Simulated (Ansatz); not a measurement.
`[SH][K]` + H₂O → `[OH][K]` + H₂S at 700 K and 1 bar (formal hydrolysis of a K–S bond).

Program: Ansatz. Geometries: PBE0-D4/def2-TZVP. ΔE: electronic, gas phase. CCSD(T)/CBS is the MP2 limit (def2-TZVPP, def2-QZVPP) plus CCSD(T) − MP2 in def2-TZVPP, frozen cores. This one scheme is used for every species. For K outer-core shells are correlated without core-valence functions, which leaves a few kJ/mol of doubt a bond. Scalar relativity is left out up to krypton.

```json
{"species": "`[SH][K]`", "CCSD(T)/CBS energy (Eh)": "-997.85519", "H − E (kJ/mol)": "51.4", "S (J/(mol·K))": "309.8"}
{"species": "H₂O", "CCSD(T)/CBS energy (Eh)": "-76.37941", "H − E (kJ/mol)": "80.5", "S (J/(mol·K))": "218.4"}
{"species": "`[OH][K]`", "CCSD(T)/CBS energy (Eh)": "-675.23723", "H − E (kJ/mol)": "62.4", "S (J/(mol·K))": "278.5"}
{"species": "H₂S", "CCSD(T)/CBS energy (Eh)": "-398.97279", "H − E (kJ/mol)": "64.8", "S (J/(mol·K))": "236.9"}
```

H − E and S are ideal-gas, rigid-rotor, harmonic terms from PBE0-D4/def2-TZVP. 1 Eh = 2625.50 kJ/mol, R = 8.31446 J/(mol·K).

Problem. By hand: ΔE, ΔH, ΔS and ΔG.

Solution. ΔE = (-675.23723) + (-398.97279) − (-997.85519) − (-76.37941) = 0.02458 Eh = 64.5 kJ/mol. Δ(H − E) = 62.4 + 64.8 − 51.4 − 80.5 = -4.7, so ΔH = 59.8 kJ/mol. ΔS = 278.5 + 236.9 − 309.8 − 218.4 = -12.8 J/(mol·K). ΔG = 59.8 − 700 × (-12.8)/1000 = 68.8 kJ/mol.

Problem. By hand: the equilibrium constant, and the temperature at which ΔG would vanish if ΔH and ΔS stayed fixed.

Solution. log₁₀ K = −ΔG/(RT ln 10) = -5.1. ΔH and −TΔS have one sign here, so there is no such temperature.

The number of gas molecules stays the same, so ΔS is small and ΔH decides. A doubt of 5 kJ/mol in ΔE shifts log₁₀ K by 0.4 here. These are equilibria of isolated gas molecules and say nothing of rates. Largest T1 diagnostic: 0.011 (customary marks: 0.02 for closed shells, 0.045 for open ones).
